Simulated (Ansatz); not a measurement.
```xyz
7

B     0.586    0.497    1.001
Ge   -0.367   -0.377   -0.592
F    -0.656    0.813   -1.843
H     0.870    1.654    1.001
H     0.863   -0.173    1.950
H    -1.761   -0.934   -0.242
H     0.465   -1.480   -1.275
```

The species carries charge 0 and has multiplicity 1.

(1) List the ωB97M-V/def2-TZVPP orbital energies in eV (the Gaussian-basis code of Ansatz). (Estimate.)

## Answers

(1) Computed: Occupied: -10866.98, -1362.79, -1210.52, -1210.51, -1210.50, -676.28, -188.99, -174.62, -123.92, -123.84, -123.80, -37.09, -36.67, -36.63, -36.57, -36.57, -34.02, -18.98, -16.66, -14.25, -14.07, -13.72, -12.83, -11.75, -10.75. Lowest empty: -0.82, 1.87, 2.41, 2.86, 4.01, 4.05, 4.26, 4.78.
